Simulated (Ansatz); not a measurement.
`C[S][GeH2][Cl]` → C• + Cl• + Ge• + 5 H• + S•  (atomization)

Computed with Ansatz on PBE0-D4/def2-TZVP structures; ΔE is electronic, products minus reactants. CBS: MP2 limit from def2 TZ/QZ plus the TZ coupled-cluster correction, frozen cores. This one scheme is used for every species, atoms too. DFT in def2-TZVPP. No spin–orbit coupling; open shells (•) take unrestricted orbitals. Spin–orbit coupling would lower the free atoms: a little for C, Cl, S; clearly for Ge. For Ge outer-core shells are correlated without core-valence functions, so the limit isn't a true one: a few kJ/mol of doubt a bond, and 10 to 20 or more in all where bonds break to atoms. Scalar relativity is left out up to krypton. Each species was taken in one conformer, which may not be the lowest.

```
         level  ΔE (kJ/mol)
     revPBE-D4       2813.4
       PBE0-D4       2846.1
    r2SCAN0-D4       2828.3
        B2PLYP       2797.6
           PBE       2852.0
       r2SCANh       2841.7
MP2/def2-TZVPP       2806.9
CCSD/CBS(def2)       2809.1
```

(1) What does CCSD(T)/CBS give? (Best estimate.)

Largest T1 diagnostic among the species: 0.010.

Results:

(1) The calculation gave: +2852.7 kJ/mol. The listed levels differ from it by -39.3, -6.6, -24.4, -55.1, -0.7, -11.0, -45.8, -43.6 kJ/mol.

Leaving LDA and LC-ωPBE aside and taking each functional with its dispersion term where it has one, the values, not all of them listed here, spread over 114.1 kJ/mol, from BHLYP-D4 to B97M-V. LDA lies +386.5 kJ/mol from PBE without D4, its usual overbinding. From r2SCAN to r2SCAN0 (25 % exact exchange), in def2-TZVPP and without D4, ΔE moves by −34.2 kJ/mol: exact exchange takes away binding that semilocal exchange gives to molecules.

For atomizations the MP2-based limit and the directly extrapolated one differ by several kJ/mol either way, and by 10 to 25 for some Ge, Se and Sn compounds, so smaller differences from it don't rank the levels.
